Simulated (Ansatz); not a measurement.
`CB[Te][AlH2]` + `CCF` → `C[CH](F)[AlH2]` + `CB[TeH]` at 500 K and 1 bar (formal exchange of groups at the Al–Te bond).

Isolated molecules relaxed with PBE0-D4/def2-TZVP in Ansatz; ΔE leaves out vibrations. CCSD(T)/CBS is the MP2 limit (def2-TZVPP, def2-QZVPP) plus CCSD(T) − MP2 in def2-TZVPP, frozen cores. def2 core potentials past Kr. For Te outer-core shells are correlated without core-valence functions, which leaves a few kJ/mol of doubt a bond. One conformer a species, not always the lowest.

```json
{"species": "`CB[Te][AlH2]`", "CCSD(T)/CBS energy (Eh)": "-576.23333", "H − E (kJ/mol)": "214.4", "S (J/(mol·K))": "435.3"}
{"species": "`CCF`", "CCSD(T)/CBS energy (Eh)": "-178.90141", "H − E (kJ/mol)": "205.5", "S (J/(mol·K))": "299.6"}
{"species": "`C[CH](F)[AlH2]`", "CCSD(T)/CBS energy (Eh)": "-421.48707", "H − E (kJ/mol)": "225.7", "S (J/(mol·K))": "387.4"}
{"species": "`CB[TeH]`", "CCSD(T)/CBS energy (Eh)": "-333.59211", "H − E (kJ/mol)": "181.3", "S (J/(mol·K))": "356.9"}
```

H − E and S are ideal-gas, rigid-rotor, harmonic terms from PBE0-D4/def2-TZVP, for one conformer and one mirror image of each species. 1 Eh = 2625.50 kJ/mol, R = 8.31446 J/(mol·K).

**Question.** By hand: ΔE, ΔH, ΔS and ΔG.

**Answer.** ΔE = (-421.48707) + (-333.59211) − (-576.23333) − (-178.90141) = 0.05556 Eh = 145.9 kJ/mol. Δ(H − E) = 225.7 + 181.3 − 214.4 − 205.5 = -12.9, so ΔH = 133.0 kJ/mol. ΔS = 387.4 + 356.9 − 435.3 − 299.6 = 9.4 J/(mol·K). ΔG = 133.0 − 500 × (9.4)/1000 = 128.3 kJ/mol.

**Question.** By hand: the equilibrium constant, and the temperature at which ΔG would vanish if ΔH and ΔS stayed fixed.

**Answer.** log₁₀ K = −ΔG/(RT ln 10) = -13.4. ΔG = 0 at ΔH/ΔS = 14149 K, far beyond where these terms or the molecules hold.

The number of gas molecules stays the same, so ΔS is small and ΔH decides. A doubt of 5 kJ/mol in ΔE shifts log₁₀ K by 0.5 here. Other conformers and mirror images would add mixing entropy, several J/(mol·K) or more a flexible species. These are equilibria of isolated gas molecules and say nothing of rates. Largest T1 diagnostic: 0.013 (customary marks: 0.02 for closed shells, 0.045 for open ones).
